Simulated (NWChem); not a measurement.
System: CH4F2OSi; SMILES [SiH2](O)C(F)F

Input file for NWChem:

```
start job
memory heap 200 mb stack 900 mb global 1100 mb
geometry units angstroms noautoz
  O      0.545073     2.051058     0.272655
  Si    -0.553684     0.863889    -0.113439
  C      0.084441    -0.865039     0.416658
  F     -0.851309    -1.804830     0.041651
  F      1.254182    -1.130775    -0.272308
  H      1.382346     2.041502    -0.212232
  H     -0.814262     0.758141    -1.573382
  H     -1.788013     1.177668     0.641279
  H      0.296737    -1.017907     1.482543
end
basis spherical
  * library def2-tzvp
end
dft
  xc slater vwn_5
  iterations 150
  semidirect filesize 400000000
  mulliken
end
task dft energy
```

Output (shortened):

```
             Northwest Computational Chemistry Package (NWChem) 7.3.0
             --------------------------------------------------------

 C1  symmetry detected

                             Geometry "geometry" -> ""
                             -------------------------

 Output coordinates in angstroms (scale by  1.889725989 to convert to a.u.)

  No.       Tag          Charge          X              Y              Z
 ---- ---------------- ---------- -------------- -------------- --------------
    1 O                    8.0000     0.44675675     2.08124548     0.22185246
    2 Si                  14.0000    -0.57978605     0.83828327    -0.18675564
    3 C                    6.0000     0.10667254    -0.84861399     0.41370303
    4 F                    9.0000    -0.76846068    -1.83701458     0.01788545
    5 F                    9.0000     1.31840662    -1.07704031    -0.21327839
    6 H                    1.0000     1.30585844     2.09835332    -0.22298954
    7 H                    1.0000    -0.76550772     0.68927854    -1.65434623
    8 H                    1.0000    -1.86119747     1.11325526     0.50172079
    9 H                    1.0000     0.27424885    -0.96863865     1.49169251

 Effective nuclear repulsion energy (a.u.)     243.6918843068

                                 NWChem DFT Module
                                 -----------------

 Summary of "ao basis" -> "ao basis" (spherical)
 ------------------------------------------------------------------------------
       Tag                 Description            Shells   Functions and Types
 ---------------- ------------------------------  ------  ---------------------
 O                         def2-tzvp                11       31   5s3p2d1f
 Si                        def2-tzvp                13       37   5s5p2d1f
 C                         def2-tzvp                11       31   5s3p2d1f
 F                         def2-tzvp                11       31   5s3p2d1f
 H                         def2-tzvp                 4        6   3s1p

            General Information
            -------------------
          SCF calculation type: DFT
          Wavefunction type:  closed shell.
          No. of atoms     :     9
          No. of electrons :    50
           Alpha electrons :    25
            Beta electrons :    25
          Charge           :     0
          Spin multiplicity:     1
          Use of symmetry is: off; symmetry adaption is: off
          Maximum number of iterations: 150
          AO basis - number of functions:   185
                     number of shells:    73
          Convergence on energy requested:  1.00D-06
          Convergence on density requested:  1.00D-05
          Convergence on gradient requested:  5.00D-04

              XC Information
              --------------
                        Slater Exchange Functional  1.000 local
                      VWN V Correlation Functional  1.000 local

             Grid Information
             ----------------
          Grid used for XC integration:  medium
          Radial quadrature: Mura-Knowles
          Angular quadrature: Lebedev.
          Tag              B.-S. Rad. Rad. Pts. Rad. Cut. Ang. Pts.
          ---              ---------- --------- --------- ---------
          O                   0.60       49          10.0       434
          Si                  1.10       88           9.0       590
          C                   0.70       49          10.0       434
          F                   0.50       49          12.0       434
          H                   0.35       45          11.0       434
          Grid pruning is: on
          Number of quadrature shells:   464
          Spatial weights used:  Erf1

      Superposition of Atomic Density Guess
      -------------------------------------

 Sum of atomic energies:        -602.12643949

      Non-variational initial energy
      ------------------------------

 Total energy =    -603.541886
 1-e energy   =   -1319.653077
 2-e energy   =     472.419307
 HOMO         =      -0.311742
 LUMO         =       0.015515

------------------------------------------------------------
EAF file 0: "./job.aoints.0" size=522190848 bytes
------------------------------------------------------------
               write      read    awrite     aread      wait
               -----      ----    ------     -----      ----
     calls:      996         0         0         0         0
   data(b): 5.22e+08  0.00e+00  0.00e+00  0.00e+00
   time(s): 0.00e+00  0.00e+00  0.00e+00  0.00e+00  0.00e+00
rate(mb/s): 0.00e+00  0.00e+00
------------------------------------------------------------

     ---------------------------------------------
      Total Density - Mulliken Population Analysis
     ---------------------------------------------

    Atom       Charge   Shell Charges
 -----------   ------   -------------------------------------------------------
    1 O    8     8.85   0.79  1.18  0.59  0.95  0.25  2.02  2.21  0.85  0.00  0.01  0.00
    2 Si  14    13.31   2.00  0.59  1.39  0.85  0.43  4.11  1.73  0.50  1.09  0.32  0.13  0.12  0.04
    3 C    6     5.49   0.86  1.12  0.51  0.67  0.11  0.87  1.00  0.17  0.03  0.12  0.02
    4 F    9     9.38   0.77  1.20  0.61  1.00  0.31  2.33  2.31  0.84  0.00  0.01  0.00
    5 F    9     9.39   0.77  1.20  0.61  1.00  0.31  2.33  2.31  0.84  0.00  0.01  0.00
    6 H    1     0.54   0.19  0.25  0.06  0.04
    7 H    1     1.07   0.23  0.55  0.28  0.01
    8 H    1     1.05   0.23  0.54  0.27  0.01
    9 H    1     0.92   0.25  0.47  0.18  0.02

   convergence    iter        energy       DeltaE   RMS-Dens  Diis-err
 ---------------- ----- ----------------- --------- --------- ---------
 d= 0,ls=0.0,diis     1   -601.5833012956 -8.45D+02  8.42D-03  3.78D+00
 d= 0,ls=0.0,diis     2   -601.1096115866  4.74D-01  6.80D-03  7.61D+00
 d= 0,ls=0.0,diis     3   -601.7050827342 -5.95D-01  1.82D-03  8.31D-01
 d= 0,ls=0.0,diis     4   -601.7682937493 -6.32D-02  7.54D-04  5.07D-02
 d= 0,ls=0.0,diis     5   -601.7716045743 -3.31D-03  2.66D-04  1.52D-02
  Resetting Diis
 d= 0,ls=0.0,diis     6   -601.7728233408 -1.22D-03  1.01D-04  8.37D-04
 d= 0,ls=0.0,diis     7   -601.7728967987 -7.35D-05  5.87D-05  6.85D-05
 d= 0,ls=0.0,diis     8   -601.7728834791  1.33D-05  3.43D-05  2.40D-04
 d= 0,ls=0.0,diis     9   -601.7729032792 -1.98D-05  6.66D-06  4.10D-06
 d= 0,ls=0.0,diis    10   -601.7729036718 -3.93D-07  1.37D-06  3.52D-07

         Total DFT energy =     -601.772903671758
      One electron energy =    -1322.308742950249
           Coulomb energy =      530.757662635821
    Exchange-Corr. energy =      -53.913707664166
 Nuclear repulsion energy =      243.691884306836

 Numeric. integr. density =       49.999994459167

                       DFT Final Molecular Orbital Analysis
                       ------------------------------------

 Vector   23  Occ=2.000000D+00  E=-3.242890D-01
              MO Center=  2.4D-02,  1.1D+00,  1.1D-01, r^2= 3.3D+00
   Bfn.  Coefficient  Atom+Function         Bfn.  Coefficient  Atom+Function
  ----- ------------  ---------------      ----- ------------  ---------------
     7      0.263232  1 O  py                10      0.211544  1 O  py
    13      0.169147  1 O  py                 6     -0.166196  1 O  px
    48     -0.160696  2 Si pz                 8     -0.139676  1 O  pz
     9     -0.131553  1 O  px               107     -0.125719  4 F  pz
   138     -0.118260  5 F  pz                11     -0.117328  1 O  pz

 Vector   24  Occ=2.000000D+00  E=-2.989764D-01
              MO Center= -3.3D-01,  1.2D+00, -2.3D-01, r^2= 3.1D+00
   Bfn.  Coefficient  Atom+Function         Bfn.  Coefficient  Atom+Function
  ----- ------------  ---------------      ----- ------------  ---------------
     8      0.301331  1 O  pz                11      0.240211  1 O  pz
   169      0.192034  7 H  s                 14      0.182194  1 O  pz
   170      0.163149  7 H  s                 48     -0.157797  2 Si pz
   175     -0.149153  8 H  s                176     -0.143288  8 H  s
   168      0.116835  7 H  s                 47     -0.102975  2 Si py

 Vector   25  Occ=2.000000D+00  E=-2.598053D-01
              MO Center=  8.7D-03, -2.0D-01,  1.1D-01, r^2= 3.3D+00
   Bfn.  Coefficient  Atom+Function         Bfn.  Coefficient  Atom+Function
  ----- ------------  ---------------      ----- ------------  ---------------
    75      0.199089  3 C  py                47     -0.171638  2 Si py
   106     -0.169477  4 F  py                78      0.157200  3 C  py
     7      0.155274  1 O  py               137     -0.153888  5 F  py
   181     -0.143547  9 H  s                182     -0.143240  9 H  s
    76     -0.141182  3 C  pz               109     -0.134509  4 F  py

 Vector   26  Occ=0.000000D+00  E=-4.954530D-02
              MO Center= -1.2D-01,  8.3D-01, -1.7D-01, r^2= 4.7D+00
   Bfn.  Coefficient  Atom+Function         Bfn.  Coefficient  Atom+Function
  ----- ------------  ---------------      ----- ------------  ---------------
    50     -0.614074  2 Si py                 5      0.567002  1 O  s
    49     -0.413566  2 Si px               164     -0.386868  6 H  s
    73     -0.340750  3 C  s                 36      0.277480  2 Si s
    47     -0.238798  2 Si py               176     -0.222424  8 H  s
    81     -0.219520  3 C  py               104     -0.155025  4 F  s

[...]
```

Level: LDA (Slater exchange, VWN5)/def2-TZVP. Structure relaxed at the B3LYP/6-31G* (spherical d) level.
